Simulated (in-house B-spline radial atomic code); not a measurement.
B97-1 excitations of the bismuth ion Bi⁵⁺

Method: B97-1. Computed with a B-spline radial code for spherical atoms: linear response of the closed shell [Xe] 4f14 5d10 with the functional's adiabatic kernel; scalar-relativistic (spin-free one-electron X2C), finite nucleus, no spin-orbit coupling, no double excitations, S, P, D and F terms only; shells from n = 3 respond. Only terms of natural parity with L up to 3 were computed.

Spin-orbit coupling is strong here, so these LS terms don't match observed levels.

Command:
```bash
python run_td.py task.json out
```
Settings (radii: box in bohr, nucleus in fm):
```
Z                        83
electrons                78
configuration            [Xe] 4f14 5d10
hamiltonian              x2c
method                   b97_1
box_radius               16.35
rms_radius               5.5211
intervals                70
```

Run time, properties included: 12 s on 1 thread of Arm Neoverse N1 (shared host).

The lowest states, in the order of their Tamm-Dancoff energies; the method's threshold (minus the highest occupied level) is 82.64 eV. Labels give the largest channel, * marks a mixed state, and oscillator strengths are full-response dipole values. Semilocal kernels can invert the small singlet-triplet splittings of Rydberg terms. Energies in eV:

```tsv
state	full response	Tamm-Dancoff	oscillator strength
5d → 6s 3D	18.674	18.699	-
5d → 6s 1D	19.639	19.671	-
5d → 6p 3P	33.04	33.07	-
5d → 6p 3F	33.24	33.25	-
5d → 6p 1F	33.51	33.52	-
5d → 6p 1P	34.55	34.64	1.14
5d → 6d 3S	49.49	49.51	-
5d → 6d 3D	?	?	-
5d → 6d 1D	50.32	50.34	-
5d → 5f 3P	50.99	51.02	-
5d → 5f 3F	51.67	51.69	-
5d → 7s 3D	52.03	52.03	-
5d → 7s 1D	52.31	52.31	-
5d → 5f 1F	52.57	52.59	-
5d → 6d 1S	?	?	-
5d → 5f 1P	56.10	56.46	3.07
5d → 7p 3P	57.16	57.17	-
5d → 7p 3F	57.34	57.34	-
5d → 7p 1F	57.56	57.56	-
5d → 7p 1P	58.09	58.23	1.31
5d → 7d 3S	63.86	63.87	-
5d → 7d 3D	64.08	64.08	-
```

(1) Where does 5d → 6d 3D lie?

(2) Where does 5d → 6d 1S lie?

(3) How large is the singlet-triplet splitting of 5d → 6s (D terms) in Tamm-Dancoff?

(4) What polarisabilities and dispersion coefficient does the method give?

Results:

(1) At 50.02 eV in full response, 50.03 eV in Tamm-Dancoff.

(2) At 53.13 eV in full response, 53.47 eV in Tamm-Dancoff.

(3) 0.972 eV, from the unrounded values.

(4) Dipole 2.875 bohr³, quadrupole 6.925 bohr⁵, C6 13.88 hartree·bohr⁶ for two such species.
